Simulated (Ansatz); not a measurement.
A nudged elastic band was laid between two geometries of Cl2H2Sn + H2O (8 atoms, charge 0, multiplicity 1).

These are results of Ansatz, RKS PBE0-D4/def2-SVP, not measurements.

- movable images: 5
- climbing image: yes
- spring: 5.0 eV/Å²
- optimiser: quadratic models (default)
- start path: through a guess of the saddle point
- force threshold: 0.05 eV/Å
- iteration limit: 60
- end points: relaxed

Image 0:

```xyz
8
Properties=species:S:1:pos:R:3
Sn -0.102 0.205 0.135
H 0.009 0.709 1.752
Cl 1.991 -0.157 -0.928
H -0.793 1.359 -0.929
Cl -1.564 -1.633 -0.222
O 1.000 -1.843 1.410
H 1.776 -1.957 0.843
H 0.381 -2.531 1.126
```

Image 6:

```xyz
8
Properties=species:S:1:pos:R:3
Sn -0.132 -0.473 -0.789
H 1.248 -0.247 3.707
Cl 1.901 -0.027 -1.848
H -1.023 0.933 -0.466
Cl -1.285 -1.950 -2.184
O 0.237 -1.387 0.911
H 0.773 -2.184 0.810
H 0.977 -0.515 3.046
```

(1) Which bonds break or form, and what moves?

(2) What energy profile does the band end with?

(3) What is the geometry of the highest image?

## Answers

(1) Bonds broken: Sn1–H2, O6–H8. Bonds formed: Sn1–O6, H2–H8. Cl2H2Sn + H2O becomes Cl2H2OSn + H2.

(2) The forces met the threshold. The highest image is number 3 of 0 to 6, 1.70 eV above the first end and 1.23 eV above the last; the last end lies 0.47 eV above the first. Neighbouring images differ by up to 1.3 eV, so the band resolves the path poorly. A vibrational analysis at the climbing image gives one clearly imaginary mode, 1365i cm⁻¹: a first-order saddle point. The orbitals stay closed-shell, which can raise the energy where a bond breaks towards radicals; this wasn't checked here.

| image | path coordinate (Å) | energy (eV) | Sn1–H2 (Å) | O6–H8 (Å) | Sn1–O6 (Å) |
| --- | --- | --- | --- | --- | --- |
| 0 | 0.00 | 0.00 | 1.70 | 0.97 | 2.65 |
| 1 | 1.52 | 0.12 | 1.70 | 0.96 | 2.76 |
| 2 | 3.03 | 0.38 | 1.72 | 0.96 | 2.64 |
| 3 | 4.55 | 1.70 | 2.05 | 1.21 | 2.12 |
| 4 | 5.96 | 0.52 | 2.97 | 2.20 | 1.97 |
| 5 | 7.38 | 0.48 | 3.91 | 2.46 | 1.97 |
| 6 | 8.80 | 0.47 | 4.71 | 2.42 | 1.97 |

(3) 
```xyz
8
Properties=species:S:1:pos:R:3:forces:R:3
Sn 0.123 -0.299 -0.154 0.00 0.00 0.00
H 0.960 0.281 1.626 -0.01 0.00 0.00
Cl 1.978 0.375 -1.395 0.01 0.01 -0.01
H -1.143 0.823 0.052 0.00 0.00 0.00
Cl -0.875 -1.932 -1.545 0.00 0.00 0.00
O 0.641 -1.785 1.265 -0.01 0.01 0.01
H 0.139 -2.577 1.512 0.00 0.00 0.00
H 0.873 -0.735 1.826 0.01 -0.02 -0.01
```

The run took 6.7 min on 2 threads of Arm Neoverse V2, with other jobs on the host, peak memory 0.24 GiB.
